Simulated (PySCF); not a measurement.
Si(CCH)(Me)(OMe)2, SMILES [Si](OC)(OC)(C#C)C, GFN2-xTB optimised geometry. Atoms within 1.6 Å of the plane z = 0.0 Å (x, y, z in Å): C1 (1.62, -0.28, 0.02), C2 (0.41, -0.27, 0.00), Si3 (-1.45, -0.27, 0.00), C4 (-2.09, -1.07, -1.59), O5 (-2.08, 1.22, 0.00), C6 (-2.00, 2.20, 1.00), O7 (-1.97, -0.98, 1.38), H9 (2.67, -0.29, 0.03), H10 (-3.18, -1.13, -1.60), H13 (-2.67, 3.01, 0.72), H14 (-0.98, 2.58, 1.07), H18 (-2.15, -3.01, 1.13).

Computed with PySCF with PBE0/def2-SVP. Cells within 0.4 Å of a nucleus heavier than hydrogen are left out (blank, or x).

Map of the HOMO−1 amplitude (bohr^(-3/2)) on the plane z = 0.0 Å; orbital energy -8.06 eV, overall sign arbitrary:

```
|55555555555555555555555555555|
|55555555555555555555555555555|
|55555555555555555555555555555|
|55555555555555555555555555555|
|55555555555555555555555555555|
|55555555555555555555555555555|
|55555555555545555555555555555|
|55555555555544555555555555555|
|55555555555555555555555555555|
|55555544566655555555555555555|
|555554422x9655544555555555555|
|55555430xx9755444445555555555|
|55555431037654444444455555555|
|55555443345543224444445555555|
|5555544445xx420x55x3444555555|
|5555554445xx421xx7xx444555555|
|55555554555543357776555555555|
|55555554555554456665555555555|
|55555555555555555555555555555|
|55555555555555555555555555555|
|55555555555555555555555555555|
|55555555555555555555555555555|
|55555555555555555555555555555|
|55555555555555555555555555555|
|55555555555555555555555555555|
|55555555555555555555555555555|
|55555555555555555555555555555|
|55555555555555555555555555555|
|55555555555555555555555555555|
```
Scale: ten equal steps from -0.128 (start of '0') to 0.114 (end of '9'), in the order '0123456789'; x runs from -5.50 to 5.50, y from -5.50 (bottom) to 5.50 (top).
